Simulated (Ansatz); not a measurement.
Basis sets compared for SbH2Br. The state is a singlet with charge 0. Geometry r2SCAN-D4/def2-TZVP. Ansatz on 4 threads of Arm Neoverse V1 on a shared host; times are rough, and most runs start from earlier orbitals.

```tsv
atom	x (Å)	y (Å)	z (Å)
Sb1	-0.6120	-0.2773	0.4860
H2	-0.4211	-1.0142	-1.0492
H3	0.9906	-0.7271	0.8925
Br4	0.0425	2.0185	-0.3293
```

In the def2 sets Sb takes a core potential; there is no spin–orbit coupling.

Binding counts from free atoms (Sb quartet, H doublet, Br doublet) in the same basis, without a counterpoise term.

```tsv
level	functions	energy (Eh)	HOMO (eV)	LUMO (eV)	binding per atom (eV)	wall time
PBE-D4/def2-SVP	68	-2814.9161	-6.25	-2.53	2.11	0.4 s
PBE-D4/def2-TZVP (with forces)	110	-2815.2422	-6.44	-2.68	2.14	0.8 s
r2SCAN-D4/def2-TZVP	110	-2815.7122	-6.72	-2.50	2.11	1.5 s
PBE0-D4/def2-SVP	68	-2815.0184	-7.42	-1.79	2.04	0.65 s
PBE0-D4/def2-TZVP	110	-2815.3431	-7.55	-1.92	2.08	1.2 s
```

Task: Estimate the rows for PBE-D4/def2-TZVPD, r2SCAN-D4/def2-TZVPD, PBE0-D4/def2-TZVPD.

Result: 
| level | functions | energy (Eh) | HOMO (eV) | LUMO (eV) | binding per atom (eV) | wall time |
| --- | --- | --- | --- | --- | --- | --- |
| PBE-D4/def2-TZVPD | 131 | -2815.2431 | -6.47 | -2.74 | 2.14 | 0.95 s |
| r2SCAN-D4/def2-TZVPD | 131 | -2815.7129 | -6.74 | -2.55 | 2.11 | 1.9 s |
| PBE0-D4/def2-TZVPD | 131 | -2815.3438 | -7.57 | -1.98 | 2.09 | 1.2 s |
